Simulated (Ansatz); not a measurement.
System: sum formula TaO4H3, charge 0, multiplicity 1. 
Coordinates optimised at B3LYP-D3(BJ)/def2-TZVP (Ansatz, a first-principles code):
SMILES: [OH][Ta]([OH])([OH])=[O]
```xyz
8

Ta     0.0101     0.0075    -0.0094
O      1.1255     0.8388    -1.0427
O      0.9901    -0.9422     1.3418
H      1.9355    -1.0025     1.4945
O     -1.0177    -1.2305    -1.0574
H     -0.9866    -1.4222    -1.9972
O     -1.1595     1.2879     0.8155
H     -1.1928     2.2430     0.7286
```

Total electronic energies in hartree. Valence correlation only, unless marked. No spin-orbit coupling. Frozen are the shells of the preceding noble gas and the d and f shells that filled before the atom's block. In def2 rows, elements after Kr have scalar-relativistic effective core potentials. CBS(X,Y): correlation extrapolated as X^-3; Hartree-Fock from the larger set. The bracket is a focal-point correction in the basis named.

```tsv
level	program	energy (Eh)
HF/def2-QZVPPD	Ansatz	-357.99166
PBE-D4/def2-TZVPD	Ansatz + dftd4	-359.85305
PBE0/def2-SVP	Ansatz	___
r2SCAN0-D4/def2-TZVPD	Ansatz + dftd4	-359.89589
LC-wPBE/def2-TZVPD	Ansatz	-359.95479
MP2/def2-SVPD	Ansatz	-358.56455
RI-MP2/def2-QZVPP	Ansatz	-359.23487
RI-MP2/def2-QZVPPD	Ansatz	-359.23676
RI-MP2/CBS(def2-TZVPPD,def2-QZVPPD)+[CCSD(T)-MP2]/def2-TZVPPD	Ansatz	-359.3234
```

**Question.** What belongs in the gaps?

**Answer.** 
- PBE0/def2-SVP, energy (Eh): -359.39045
